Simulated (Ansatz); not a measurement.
C2H6SSi can be A, `C[Si]SC`, or B, `C1CS[SiH2]1`.

Calculated with Ansatz (gas phase, PBE0-D4/def2-TZVP geometries, no zero-point term in ΔE). CBS: MP2 limit from def2 TZ/QZ plus the TZ coupled-cluster correction, frozen cores. This one scheme is used for every species. DFT in def2-TZVPP. B3LYP here is the variant with VWN-RPA as its local correlation; programs differ in this. One conformer a species, not always the lowest.

Which isomer does CCSD(T)/CBS put lower? Give the gap. (Estimate.)

Ansatz gave: B, by 38.9 kJ/mol.

Give E(B) − E(A) in kJ/mol with CCSD/def2-TZVPP, B3LYP, PBE0-D4, MP2/def2-TZVPP, PBE-D4, B3LYP-D4, HF/def2-TZVPP. (Best estimate.)

Computed: CCSD/def2-TZVPP -39.7, B3LYP -22.7, PBE0-D4 -40.9, MP2/def2-TZVPP -49.9, PBE-D4 -27.3, B3LYP-D4 -24.9, HF/def2-TZVPP -43.5. None reverses the order clearly.

Largest T1 diagnostic: 0.014.

From PBE to PBE0 (25 % exact exchange), in def2-TZVPP and without D4, E(B) − E(A) moves by −14.0 kJ/mol.
